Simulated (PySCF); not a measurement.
Computed IR spectrum (relative IR intensity) of a molecule C3H8O2Si. Geometry optimised at PBE-D3(BJ)/def2-SVP. One conformer was computed; it need not be the lowest. Level of theory: PBE-D3(BJ)/def2-SVP run with PySCF. Frequencies are harmonic and unscaled.

ν (cm⁻¹): 74 (vw), 146 (s), 168 (w), 254 (vw), 332 (w), 521 (w), 561 (w), 652 (m), 696 (w), 761 (vs), 820 (m), 880 (m), 907 (vs), 945 (m), 951 (vw), 978 (m), 1064 (w), 1100 (m), 1125 (w), 1418 (w), 1426 (w), 1773 (vs), 2135 (s), 2169 (s), 2744 (s), 2969 (w), 3050 (w), 3079 (vw), 3771 (s) (against the strongest line: vs over 80 %, s over 45 %, m over 15 %, w over 4 %, vw less)

Question: Pick the molecule that these values belong to.
(A) CO[Si@@H]1CCO1
(B) O[SiH2][C@H]1CCO1
(C) CC1(C)O[SiH2]O1
(D) C[C@@H](C=O)[SiH2]O

Answer: D, C[C@@H](C=O)[SiH2]O
